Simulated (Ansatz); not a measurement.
Ansatz (an electronic-structure program) input:
A basis named .json is the Basis Set Exchange file of that set.

Ansatz 0.2 input:
```yaml
crystal:
  periodic: [false, false, false]
  atoms:
    - {symbol: O, position_ang: [-0.90817087, -0.60113466, -0.89647136]}
    - {symbol: S, position_ang: [-0.08680052, -0.06701727, 0.18179398]}
    - {symbol: O, position_ang: [-0.11007442, 1.38924843, 0.21833580]}
    - {symbol: O, position_ang: [1.27161202, -0.59249344, 0.14748729]}
    - {symbol: H, position_ang: [-0.63812544, -0.49268628, 1.33648235]}
basis:
  gaussian:
    orbitals: aug-cc-pV_D+d_Z.json
magnetization: {spin_polarized: true, initial_magnetization: 1}
correlation: {method: ccsd_t, electrons: outside_noble_gas}
output: {forces: true}
```

### Question
Predict the final energy.

### Answer
-623.37828 Eh (CCSD(T)/aug-cc-pV(D+d)Z). The basis has 110 functions.

It need not be the lowest isomer of its formula.

The determinant is spin-contaminated: <S^2> is 0.86 against 0.75 for a pure state.
